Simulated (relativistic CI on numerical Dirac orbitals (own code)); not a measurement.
**Slater and spin-orbit integrals, Lu21+**

Computed by Dirac-Coulomb-Breit CI, KLI orbitals optimised for each configuration, model QED, unscaled Slater integrals (own radial code, finite nucleus).

Slater integrals F^k, G^k are unscaled and averaged over j, outside the closed core [Ar] 3d10 4p6 4d10; ζ comes from projecting the Hamiltonian with its Breit term on Σ l·s of the shell.

- 4s²4f⁴: F^2(4f,4f) = 204700, F^4(4f,4f) = 132520, F^6(4f,4f) = 96609, ζ(4f) = 5353.1 cm⁻¹; <r>(4f) = 0.5039, <r^2>(4f) = 0.2939 (bohr units).
- 4s²4f³5s: F^2(4f,4f) = 207360, F^4(4f,4f) = 134340, F^6(4f,4f) = 97971, ζ(4f) = 5524.8, G^3(4f,5s) = 31914 cm⁻¹; <r>(4f) = 0.4984, <r^2>(4f) = 0.2874, <r>(5s) = 0.8861, <r^2>(5s) = 0.8742 (bohr units).
- 4s²4f²5s²: F^2(4f,4f) = 210330, F^4(4f,4f) = 136390, F^6(4f,4f) = 99503, ζ(4f) = 5699 cm⁻¹; <r>(4f) = 0.4925, <r^2>(4f) = 0.2803 (bohr units).

Averages of the first 10 configurations, taken without configuration mixing, which lowers the lowest level and can move excited configurations by several eV; other configurations of the list can lie among them:

```tsv
Configuration	Parity	States	Average energy above the lowest level (eV)
4s²4f⁴	even	1001	13.3
4s²4f³5s	odd	728	72.6
4s²4f²5s²	even	91	140.6
4s²4f³5p	even	2184	122.0
4s²4f²5s5p	odd	1092	187.4
4s²4f²5p²	even	1365	239.4
4s²4f²5s5d	even	1820	257.9
4s²4f³5d	odd	3640	190.1
4s²4f²5p5d	odd	5460	307.7
4s²4f³5f	even	5096	262.5
```
